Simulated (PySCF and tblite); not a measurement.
The numbers below are computed, except where a source is named.
System: C5H10GeSi, numbered as in [SiH3:1][C:2]1([GeH3:3])[CH:4]=[CH:5][CH:6]=[CH:7]1.

Motion: shift of Ge3 from C2 to C7. GFN2-xTB gives an electronic barrier of 10.4 kcal/mol and a reaction energy of 1.0 kcal/mol.

Spin–orbit effects of heavy atoms on shieldings are missing.

**Question.** What does PBE/pcSseg-1 + D3(BJ), IEF-PCM chloroform give on PBE0-D3(BJ)/def2-SVP geometries?

**Answer.** A barrier of 12.7 kcal/mol, 2.2 above the tight-binding barrier (from unrounded values), a reaction energy of 2.0 kcal/mol and, with GFN2-xTB thermal terms, ΔG‡(298 K) = 12.3 kcal/mol and k = 1.2×10⁴ s⁻¹ (2 equivalent paths).

**Question.** And the level of the geometries itself, PBE0-D3(BJ)/def2-SVP?

**Answer.** 13.4 kcal/mol.

Programs: tblite and PySCF.
